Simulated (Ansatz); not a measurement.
A geometry relaxed with PBE0-D3(BJ)/def2-TZVP (Ansatz, a quantum-chemistry and plane-wave program), charge 0, multiplicity 1:

```xyz
8

H      1.0895    -1.3660    -0.8000
N      1.8583     0.2079     0.3327
C      2.7830     0.7536     0.7940
H     -2.1370     0.8963    -0.7453
H     -2.2974    -0.1331     0.7937
C     -0.4331    -0.1092    -0.1182
C      0.8147    -0.4803    -0.2363
C     -1.6781     0.2307    -0.0205
```

Problem. Write the SMILES of this molecule.

Solution. `[C-]#[N+]C=C=C`
